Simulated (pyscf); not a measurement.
## H₂Si=PH (SMILES [SiH2]=P), singlet

Gas-phase minimum from PySCF at ωB97X-D3(BJ)/def2-SVP, one conformer. 

```
Si
H 1 1.4859
H 1 1.4873 2 111.70
P 1 2.0520 2 122.30 3 180.00
H 4 1.4289 1 89.95 2 180.00
```
Charge 0, spin multiplicity 1.

Properties at ωB97X-D3(BJ)/def2-SVP:

```yaml
harmonic_wavenumbers_unscaled: 488, 551, 635, 657, 775, 975, 2273, 2292, 2432 cm⁻¹
zero_point_energy: 15.8 kcal/mol
rotational_symmetry_number: 1
Entropy of this conformer at 298 K and 1 atm, rigid rotor and harmonic oscillator, modes under 100 cm⁻¹ raised to 100: 260.8 J/(mol K)
dipole_moment: 1.87 D
```

Single-point totals, which compare only within one level (frozen core for MP2 and CC):

```
level                   total energy (hartree)
----------------------  ----------------------
ωB97X-D3(BJ)/def2-TZVP              -632.66744
PBE/def2-TZVP                       -632.31612
r²SCAN/def2-TZVP                    -632.57141
B3LYP-D3(BJ)/def2-TZVP              -632.67758
PBE0-D3(BJ)/def2-TZVP               -632.37510
M06-2X/def2-TZVP                    -632.57747
ωB97M-D3(BJ)/def2-TZVP              -632.71012
HF/def2-TZVPP                       -631.39450
MP2/def2-TZVPP                      -631.66656
CCSD/def2-TZVPP                     -631.70230
CCSD(T)/def2-TZVPP                  -631.71796
```

The CCSD(T) − MP2 part came from Ansatz, without density fitting, on the same reference.
